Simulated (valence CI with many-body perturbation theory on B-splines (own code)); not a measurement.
## Ta XLII: one-electron terms

Level of theory: relativistic CI+MBPT: four valence electrons over a frozen Dirac-Fock core [Ar] 3d10, a basis of 11 s, 11 p, 10 d, 8 f, 5 g, 2 h functions for each j, with the one-electron correlation potential Σ1, the two-electron term Σ2, the three-electron term Σ3, Breit, model QED; selected CI, second order for the rest, scaled by the run's own slope (own B-spline code, finite nucleus).

No measured spectrum was set against this ion. As an estimate, large intervals hold to a few tenths of a per cent, small ones and those within an open d or f shell to about a per cent. Among the levels kept, up to 390 cm⁻¹ of a level comes from second order outside the variational space, and about a tenth of that is noise between levels of different J, which matters for small intervals.

These are the spectroscopic orbitals of the CI (the correlating ones are not listed), shaped by the core and the other valence electrons. h is the expectation value of the core's Dirac-Fock operator, without the valence repulsion; Σ1 is computed up to l = 3 at one energy for each symmetry, that of its lowest orbital but kept below the first core excitation, so for empty shells it is not the orbital's own correlation shift; Breit and QED include the response of the core, and the two lowest orbitals of each symmetry also the frequency dependence of Breit exchange, which makes a step in that column.

```tsv
Orbital	h (hartree)	Σ1 (cm⁻¹)	Breit (cm⁻¹)	QED (cm⁻¹)	⟨r⟩ (bohr)
4s1/2	-85.153	-14426	13317	10073	0.4061
5s1/2	-50.961	-5246	5946	4596	0.6818
6s1/2	-33.934	-2547	3100	2445	1.031
7s1/2	-24.22	-1453	1842	1461	1.451
8s1/2	-18.154	-913	1185	942	1.941
9s1/2	-14.111	-612	807	643	2.503
4p1/2	-81.64	-15312	20837	364	0.4030
5p1/2	-49.248	-5621	9391	174	0.6864
6p1/2	-32.984	-2779	5001	96.0	1.041
7p1/2	-23.64	-1600	3001	58.4	1.467
8p1/2	-17.774	-1011	1943	38.2	1.964
9p1/2	-13.849	-682	1330	26.3	2.533
4p3/2	-78.146	-13242	12293	1248	0.4225
5p3/2	-47.609	-5103	5597	580	0.7113
6p3/2	-32.083	-2576	3267	317	1.072
7p3/2	-23.092	-1500	1972	192	1.503
8p3/2	-17.416	-955	1281	125	2.005
9p3/2	-13.603	-648	880	86.3	2.579
4d3/2	-72.695	-15099	9316	-490	0.4101
5d3/2	-45.005	-5719	4324	-215	0.7106
6d3/2	-30.643	-2899	2370	-116	1.081
7d3/2	-22.211	-1694	1443	-69.4	1.522
8d3/2	-16.838	-1082	944	-45.0	2.035
4d5/2	-71.943	-14297	5835	-83.1	0.4154
5d5/2	-44.642	-5424	2609	-25.8	0.7171
6d5/2	-30.439	-2752	1432	-10.7	1.089
7d5/2	-22.085	-1610	864	-5.3	1.532
8d5/2	-16.755	-1029	562	-2.9	2.046
4f5/2	-66.138	-14483	3656	-306	0.3798
5f5/2	-42.058	-4700	1587	-146	0.6947
6f5/2	-29.037	-2331	839	-81.5	1.077
7f5/2	-21.235	-1364	501	-50.2	1.531
4f7/2	-65.946	-13896	1460	-160	0.3819
5f7/2	-41.948	-4515	651	-71.4	0.6972
6f7/2	-28.971	-2246	355	-38.8	1.080
7f7/2	-21.193	-1317	215	-23.5	1.534
5g7/2	-40.63		147	-32.1	0.6366
6g7/2	-28.228		122	-22.3	1.025
7g7/2	-20.734		86.9	-15.3	1.485
5g9/2	-40.586		-13.7	0.1	0.6378
6g9/2	-28.202		-10.3	-3.5	1.026
7g9/2	-20.718		-8.0	-3.3	1.487
6h9/2	-28.057				0.9228
6h11/2	-28.041				0.9236
```

Among the shells of the start configuration 4s2 4p2, Σ1 is largest in size for 4p1/2, where it is 0.085 % of h.

Lowest root of each symmetry, sizes in configuration state functions:

```csv
J,Parity,Roots,Reference,Variational,Second order,Change by selected CI (cm⁻¹),Change by second order (cm⁻¹)
0,even,12,43,20746,77870,-5103,-1
1,even,18,88,31996,211543,-4420,-25
2,even,27,127,31999,346778,-5036,-91
3,even,19,108,31999,431042,-6005,-129
4,even,13,91,31999,416976,-5254,-164
5,even,4,52,32000,327320,-5353,-32
0,odd,9,43,24376,65832,-6143,-2
1,odd,23,115,31999,241990,-5872,-46
2,odd,30,147,31999,385384,-4746,-106
3,odd,25,140,31999,491159,-5481,-196
4,odd,18,108,31999,454281,-6280,-193
5,odd,7,67,31999,379985,-8598,-130
6,odd,2,32,25722,245663,-10461,-34
```
